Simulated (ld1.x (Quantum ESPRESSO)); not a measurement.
# u(r) = r·R(r): atom against pseudo-atom (Eu)

Columns: radius, all-electron u(r) and pseudo u(r) of the 5s shell (level -48.22 eV) of europium in the configuration [Kr] 4d10 4f6 5s2 5p6 5d1 6s2 6p0; PBE, scalar-relativistic, TM semilocal scheme, ld1.x (Quantum ESPRESSO) 7.5.

```json
{"r (bohr)": "0.113", "all-electron": "0.0432", "pseudo": "0.0329"}
{"r (bohr)": "0.225", "all-electron": "0.2881", "pseudo": "0.0716"}
{"r (bohr)": "0.338", "all-electron": "-0.2935", "pseudo": "0.1237"}
{"r (bohr)": "0.450", "all-electron": "-0.5479", "pseudo": "0.1965"}
{"r (bohr)": "0.563", "all-electron": "-0.3592", "pseudo": "0.2999"}
{"r (bohr)": "0.675", "all-electron": "0.0239", "pseudo": "0.4363"}
{"r (bohr)": "0.788", "all-electron": "0.4114", "pseudo": "0.6018"}
{"r (bohr)": "0.900", "all-electron": "0.7088", "pseudo": "0.7709"}
{"r (bohr)": "1.013", "all-electron": "0.9008", "pseudo": "0.9128"}
{"r (bohr)": "1.125", "all-electron": "0.9962", "pseudo": "0.9971"}
{"r (bohr)": "1.238", "all-electron": "1.0180", "pseudo": "1.0180"}
{"r (bohr)": "1.350", "all-electron": "0.9879", "pseudo": "0.9879"}
{"r (bohr)": "1.463", "all-electron": "0.9243", "pseudo": "0.9243"}
{"r (bohr)": "1.575", "all-electron": "0.8427", "pseudo": "0.8427"}
{"r (bohr)": "1.688", "all-electron": "0.7524", "pseudo": "0.7524"}
{"r (bohr)": "1.800", "all-electron": "0.6622", "pseudo": "0.6622"}
{"r (bohr)": "1.913", "all-electron": "0.5750", "pseudo": "0.5750"}
{"r (bohr)": "2.025", "all-electron": "0.4950", "pseudo": "0.4950"}
{"r (bohr)": "2.138", "all-electron": "0.4222", "pseudo": "0.4222"}
{"r (bohr)": "2.250", "all-electron": "0.3583", "pseudo": "0.3583"}
{"r (bohr)": "2.363", "all-electron": "0.3020", "pseudo": "0.3020"}
{"r (bohr)": "2.475", "all-electron": "0.2538", "pseudo": "0.2538"}
{"r (bohr)": "2.588", "all-electron": "0.2122", "pseudo": "0.2122"}
{"r (bohr)": "2.700", "all-electron": "0.1771", "pseudo": "0.1771"}
{"r (bohr)": "2.813", "all-electron": "0.1472", "pseudo": "0.1472"}
{"r (bohr)": "2.925", "all-electron": "0.1223", "pseudo": "0.1223"}
```

How many radial nodes do the two functions have?

The all-electron 5s function has n − l − 1 = 4 (the table is too coarse to show those close to the nucleus); the pseudo-wave has 0, since the states of the same l below it are removed with the core.

At about which radius was the pseudo-wave matched?

1.30 bohr, where the columns begin to agree (steps of 0.11 bohr).

Where does each function peak?

Outermost all-electron maximum near 1.24 bohr, pseudo maximum near 1.24 bohr (to the table’s step).

Is the pseudo-wave norm-conserving?

Yes: the TM semilocal scheme keeps the norm inside the radius equal to the all-electron one, which fixes the energy derivative of the logarithmic derivative at the level.
